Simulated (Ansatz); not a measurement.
`N[SiH3]` + `C=CNC` → `C=CN(C)[SiH3]` + NH₃ at 500 K and 1 bar (ligand exchange at the Si–N bond).

Calculated with Ansatz (gas phase, PBE0-D4/def2-TZVP geometries, no zero-point term in ΔE). CCSD(T)/CBS is the MP2 limit (def2-TZVPP, def2-QZVPP) plus CCSD(T) − MP2 in def2-TZVPP, frozen cores. This one scheme is used for every species. Each species was taken in one conformer, which may not be the lowest.

```
        species  CCSD(T)/CBS energy (Eh)  H − E (kJ/mol)  S (J/(mol·K))
      `N[SiH3]`               -346.80422           161.3          303.9
        `C=CNC`               -173.03872           292.4          346.7
`C=CN(C)[SiH3]`               -463.34009           346.3          419.0
            NH₃                -56.50880           108.2          211.8
```

H − E and S are ideal-gas, rigid-rotor, harmonic terms from PBE0-D4/def2-TZVP, for one conformer and one mirror image of each species. 1 Eh = 2625.50 kJ/mol, R = 8.31446 J/(mol·K).

By hand: ΔE, ΔH, ΔS and ΔG.

ΔE = (-463.34009) + (-56.50880) − (-346.80422) − (-173.03872) = -0.00595 Eh = -15.6 kJ/mol. Δ(H − E) = 346.3 + 108.2 − 161.3 − 292.4 = 0.8, so ΔH = -14.8 kJ/mol. ΔS = 419.0 + 211.8 − 303.9 − 346.7 = -19.8 J/(mol·K). ΔG = -14.8 − 500 × (-19.8)/1000 = -4.9 kJ/mol.

By hand: the equilibrium constant, and the temperature at which ΔG would vanish if ΔH and ΔS stayed fixed.

log₁₀ K = −ΔG/(RT ln 10) = 0.5. ΔG = 0 at ΔH/ΔS = 747 K, though so small a ΔS makes that figure unsure.

TΔS isn't small against ΔH here. The sign of ΔG lies within the doubt. A doubt of 5 kJ/mol in ΔE shifts log₁₀ K by 0.5 here. Other conformers and mirror images would add mixing entropy, several J/(mol·K) or more a flexible species. Modes under 60 cm⁻¹, often nearly free rotors, make the harmonic entropy too high. These are equilibria of isolated gas molecules and say nothing of rates. Largest T1 diagnostic: 0.012 (customary marks: 0.02 for closed shells, 0.045 for open ones).
